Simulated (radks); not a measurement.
Effect of the nuclear size on the rubidium ion Rb+, [Kr]. All-electron calculation, Dirac Kohn-Sham, BLYP, spin-unpolarised, spherical densities, finite nucleus; Fermi nuclear charge, rms radius 4.2036 fm. Program: a radial shooting solver on a logarithmic mesh with Libxc functionals. The rms radius is varied about that value; shifts are against it.

| rms radius (fm) | total energy shift (eV) | density at nucleus (e/bohr^3) | 1s1/2 shift (meV) | 2s1/2 shift (meV) | 3s1/2 shift (meV) | 3p1/2 shift (meV) | 4s1/2 shift (meV) |
|---|---|---|---|---|---|---|---|
| 3.5773 | -0.199 | 5.571e+04 | -84.6 | -8.66 | -1.40 | 0.127 | -0.174 |
| 3.8883 | -0.104 | 5.532e+04 | -44.1 | -4.52 | -0.730 | 0.066 | -0.091 |
| 4.2036 | 0 | 5.496e+04 | 0.000 | 0.000 | 0.000 | 0.000 | 0.000 |
| 4.3844 | 0.0630 | 5.476e+04 | 26.7 | 2.74 | 0.442 | -0.040 | 0.055 |
| 5.1452 | 0.355 | 5.403e+04 | 150 | 15.4 | 2.49 | -0.226 | 0.309 |

Slopes of the eigenvalues against <r^2> in GHz/fm^2, as finite differences over the two radii next to the reference (eigenvalue slopes, not the field-shift constants of lines): 1s1/2 4170, 2s1/2 427, 3s1/2 69.0, 3p1/2 -6.27, 4s1/2 8.57.
